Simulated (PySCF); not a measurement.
**Ionising AlPb**

PBE0; basis Al cc-pV(D+d)Z, Pb cc-pVDZ-PP with ECP60; scalar-relativistic core potentials; PySCF 2.14. Neutral (UKS): quartet (σ ↑, π ↑↑), Re = 2.717 Å, ωe = 247 cm⁻¹, De = 2.11 eV, HOMO -5.17 eV, LUMO -2.56 eV.

AlPb⁺ (UKS): triplet (σ ↑, π ↑), Re = 3.056 Å, ωe = 155 cm⁻¹. The energies at the minima are -435.15585 hartree for AlPb and -434.90545 for AlPb⁺.

(1) Work out the adiabatic ionisation energy, without and with harmonic zero-point energies (1 hartree = 27.2114 eV, 1 eV = 8065.5 cm⁻¹), and the change of the bond length.

These are scalar-relativistic numbers at best; spin–orbit coupling would shift them, the dissociation energy most. States were picked by a PBE0 search and need not be the measured ground states.

Answers

(1) At PBE0: 0.25040 hartree = 6.814 eV between the minima; the zero-point term (155.0 − 247.0)/2 cm⁻¹ = -0.006 eV makes it 6.808 eV. Re changes by +33.9 pm against the neutral. The electron leaves a π orbital, and the longer bond of the ion fits a bonding orbital, or a change in how ionic the bond is.
